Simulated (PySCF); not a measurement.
## BCl₃: calculation against measurement

Isolated BCl₃, optimised in PySCF with density fitting and no spin–orbit coupling; def2 sets carry scalar-relativistic core potentials from Rb on. All levels below give a singlet of D3h symmetry: PBE0/def2-TZVP B–Cl 1.737 Å (×3); B3LYP/def2-TZVP B–Cl 1.746 Å (×3); BP86/def2-TZVP B–Cl 1.752 Å (×3).

Counting electrons, boron keeps none of its valence electrons outside its bonds, so the VSEPR class is AX3 and the expected shape is trigonal planar (D3h), as computed.

Task: The measured mean polarisability is 8.7 Å³ (NIST CCCBDB Release 22 (SRD 101), experimental polarizabilities). What do the calculations give?

Result: PBE0/def2-TZVP 7.18 Å³, B3LYP/def2-TZVP 7.27 Å³, BP86/def2-TZVP 7.51 Å³. Basis sets without diffuse functions underestimate polarisabilities.
